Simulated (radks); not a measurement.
Question: Valence configurations of Br III (all share [Ar]). All-electron calculation, Dirac Kohn-Sham, BLYP, spin-unpolarised, spherical densities, point nucleus; open shells are shared between the two j in proportion to 2j + 1. Program: a radial shooting solver on a logarithmic mesh with Libxc functionals. Order these by energy: 3d9 4s2 4p4; 3d10 4s0.5 4p4.5; 3d9 4p6; 3d10 4s2 4p3; 3d10 4s1.5 4p3.5; 3d8 4s2 4p5; 3d10 4s1 4p4; 3d10 4p5; 3d9 4s1 4p5.

Answer: From the lowest, in eV above it: 3d10 4s2 4p3 0.000; 3d10 4s1.5 4p3.5 6.832; 3d10 4s1 4p4 13.701; 3d10 4s0.5 4p4.5 20.606; 3d10 4p5 27.545; 3d9 4s2 4p4 67.966; 3d9 4s1 4p5 82.492; 3d9 4p6 97.144; 3d8 4s2 4p5 147.19. NIST lists [Ar] 3d10 4s2 4p3 as the ground configuration; this level of theory agrees among the configurations tried. The energies are those of spherical spin-averaged densities, not of single terms.
